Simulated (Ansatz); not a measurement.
C2H3ClO2Si (SMILES C#C[Si](O)(O)Cl), singlet, geometry from GFN2-xTB; Ansatz (a quantum-chemistry and plane-wave program) with CAM-B3LYP/def2-TZVPD.

Ansatz was given this input:
Ansatz 0.2 input:
```yaml
crystal:
  periodic: [false, false, false]
  atoms:
    - {symbol: C, position_ang: [2.73579623, -0.71236916, -0.51181267]}
    - {symbol: C, position_ang: [1.56193283, -0.47735302, -0.41450944]}
    - {symbol: Si, position_ang: [-0.24464572, -0.10139927, -0.23070251]}
    - {symbol: O, position_ang: [-0.79214331, 0.72836390, -1.52023198]}
    - {symbol: O, position_ang: [-1.12957783, -1.44977246, -0.13744562]}
    - {symbol: Cl, position_ang: [-0.51524704, 0.91082014, 1.48742098]}
    - {symbol: H, position_ang: [3.76261558, -0.92275903, -0.60123669]}
    - {symbol: H, position_ang: [-0.49107602, 1.61132983, -1.71280130]}
    - {symbol: H, position_ang: [-1.49990526, -1.84332203, -0.92293008]}
basis:
  gaussian:
    orbitals: def2-TZVPD
hamiltonian:
  xc: cam_b3lyp
```

What does Ansatz print? Leave out banner, timings and long lists.


```
Functional definition: CAM-B3LYP
1449 factors; their error is unknown
488 factors; integrals over basis functions are off by at most 4.1e-5 eV
mean field evaluation 1: about -26611.1905 eV, gradient 7.9e1 eV
mean field evaluation 2: about -26607.3833 eV, gradient 9.3e1 eV
mean field evaluation 4: about -26621.4347 eV, gradient 2.4e0 eV
mean field evaluation 8: about -26621.4453 eV, gradient 8.4e-2 eV
mean field evaluation 16: about -26621.4780 eV, gradient 8.6e-5 eV
mean field -26621.47795175 eV, -978.3212700410 hartree, gradient 1.6e-5 eV, S^2 0.000000; 0 other end points of the search recorded, 0 dependent functions left out
reference -26621.47810555 eV, -978.3212756930 hartree; 31, 31 occupied and 239, 239 virtual orbitals, 1449 factors
Total energy: -26621.47810555 eV, -978.3212756930 hartree
```
